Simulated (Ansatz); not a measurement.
Born–Oppenheimer molecular dynamics of H5NO3Ti (10 atoms, charge 0, multiplicity 1). It starts from a relaxed structure.

Theory: RKS PBE0-D4/def2-SVP in Ansatz.

```json
{
 "ensemble": "NVT, Langevin thermostat",
 "time step": "0.5 fs",
 "steps asked": "300",
 "set temperature": "200 K",
 "friction": "0.01 /fs",
 "temperature schedule": "75 steps to 200 K, then 225 steps to 600 K",
 "seed": "126483"
}
```

Frames 0.5 fs apart, positions in Å.

Velocities at 95.0 fs (Å/ps):

```
Ti -2.12 -0.35 -1.39
N -0.76 1.73 -0.78
H -9.29 3.65 5.81
H -10.46 9.39 -1.47
O -3.02 5.34 -3.92
H 14.89 -9.05 14.85
O -0.26 1.10 2.92
H 15.25 20.37 35.36
O 0.21 -3.97 -1.38
H 17.89 -9.15 -3.86
```

```xyz
10
Properties=species:S:1:pos:R:3 time_fs=95.0 energy_less_start_eV=0.261 T=195
Ti -0.174 -0.038 0.125
N -0.230 -0.216 1.975
H -0.758 0.334 2.636
H 0.709 -0.546 2.395
O 1.507 0.151 -0.472
H 2.008 0.915 -0.625
O -1.072 1.404 -0.325
H -1.874 1.789 -0.734
O -0.870 -1.597 -0.520
H -1.058 -2.190 0.177
10
Properties=species:S:1:pos:R:3 time_fs=95.5 energy_less_start_eV=0.238 T=215
Ti -0.175 -0.039 0.124
N -0.230 -0.216 1.974
H -0.764 0.336 2.639
H 0.702 -0.541 2.393
O 1.505 0.153 -0.474
H 2.017 0.912 -0.618
O -1.072 1.404 -0.323
H -1.866 1.799 -0.716
O -0.870 -1.599 -0.521
H -1.050 -2.196 0.175
10
Properties=species:S:1:pos:R:3 time_fs=96.0 energy_less_start_eV=0.198 T=253
Ti -0.176 -0.039 0.124
N -0.230 -0.215 1.974
H -0.770 0.337 2.642
H 0.691 -0.533 2.389
O 1.504 0.155 -0.476
H 2.030 0.913 -0.611
O -1.073 1.405 -0.322
H -1.857 1.808 -0.697
O -0.870 -1.600 -0.522
H -1.043 -2.205 0.175
10
Properties=species:S:1:pos:R:3 time_fs=96.5 energy_less_start_eV=0.162 T=268
Ti -0.177 -0.039 0.123
N -0.229 -0.215 1.974
H -0.775 0.339 2.644
H 0.676 -0.524 2.385
O 1.502 0.157 -0.477
H 2.044 0.916 -0.604
O -1.073 1.406 -0.321
H -1.848 1.816 -0.678
O -0.869 -1.602 -0.522
H -1.039 -2.217 0.176
10
Properties=species:S:1:pos:R:3 time_fs=97.0 energy_less_start_eV=0.152 T=289
Ti -0.178 -0.040 0.122
N -0.228 -0.215 1.974
H -0.780 0.341 2.645
H 0.659 -0.515 2.380
O 1.499 0.159 -0.479
H 2.059 0.921 -0.597
O -1.074 1.406 -0.319
H -1.839 1.824 -0.660
O -0.869 -1.603 -0.523
H -1.034 -2.230 0.178
10
Properties=species:S:1:pos:R:3 time_fs=97.5 energy_less_start_eV=0.172 T=289
Ti -0.179 -0.040 0.121
N -0.226 -0.215 1.974
H -0.784 0.342 2.645
H 0.642 -0.507 2.376
O 1.497 0.160 -0.481
H 2.075 0.926 -0.590
O -1.075 1.407 -0.317
H -1.834 1.833 -0.642
O -0.869 -1.604 -0.524
H -1.030 -2.244 0.180
10
Properties=species:S:1:pos:R:3 time_fs=98.0 energy_less_start_eV=0.210 T=253
Ti -0.180 -0.041 0.120
N -0.225 -0.215 1.974
H -0.788 0.342 2.644
H 0.626 -0.500 2.373
O 1.494 0.162 -0.483
H 2.090 0.930 -0.582
O -1.075 1.408 -0.315
H -1.834 1.846 -0.626
O -0.869 -1.605 -0.525
H -1.025 -2.257 0.182
10
Properties=species:S:1:pos:R:3 time_fs=98.5 energy_less_start_eV=0.244 T=218
Ti -0.181 -0.041 0.120
N -0.224 -0.215 1.974
H -0.789 0.341 2.641
H 0.614 -0.494 2.373
O 1.492 0.163 -0.485
H 2.103 0.931 -0.572
O -1.075 1.409 -0.313
H -1.839 1.860 -0.612
O -0.869 -1.606 -0.526
H -1.021 -2.267 0.183
10
Properties=species:S:1:pos:R:3 time_fs=99.0 energy_less_start_eV=0.258 T=225
Ti -0.182 -0.041 0.119
N -0.224 -0.215 1.974
H -0.789 0.339 2.637
H 0.608 -0.491 2.376
O 1.489 0.165 -0.487
H 2.115 0.929 -0.562
O -1.076 1.409 -0.310
H -1.848 1.875 -0.599
O -0.868 -1.608 -0.527
H -1.017 -2.276 0.181
10
Properties=species:S:1:pos:R:3 time_fs=99.5 energy_less_start_eV=0.248 T=231
Ti -0.183 -0.041 0.117
N -0.223 -0.214 1.973
H -0.789 0.336 2.632
H 0.609 -0.490 2.383
O 1.486 0.167 -0.488
H 2.125 0.924 -0.552
O -1.076 1.409 -0.308
H -1.858 1.890 -0.588
O -0.867 -1.609 -0.527
H -1.015 -2.283 0.177
10
Properties=species:S:1:pos:R:3 time_fs=100.0 energy_less_start_eV=0.220 T=252
Ti -0.184 -0.042 0.116
N -0.224 -0.213 1.973
H -0.788 0.335 2.626
H 0.616 -0.492 2.393
O 1.482 0.169 -0.490
H 2.132 0.916 -0.542
O -1.077 1.410 -0.306
H -1.867 1.905 -0.576
O -0.866 -1.610 -0.528
H -1.012 -2.288 0.172
10
Properties=species:S:1:pos:R:3 time_fs=100.5 energy_less_start_eV=0.194 T=284
Ti -0.186 -0.042 0.115
N -0.224 -0.212 1.972
H -0.787 0.335 2.620
H 0.627 -0.497 2.406
O 1.480 0.172 -0.492
H 2.136 0.906 -0.533
O -1.078 1.410 -0.303
H -1.875 1.919 -0.565
O -0.865 -1.611 -0.528
H -1.008 -2.293 0.163
```

Of the whole run (150 fs, mean temperature of the second half 308 K): The schedule's set-point averaged 467 K over the second half and the system 308 K, so it lags behind the ramp. A run of 0.15 ps of so small a system gives no equilibrium averages.

The run took 29 min on 2 threads of Intel(R) Xeon(R) Platinum 8259CL CPU @ 2.50GHz (Skylake/Cascade Lake), on a shared host, peak memory 0.31 GiB.
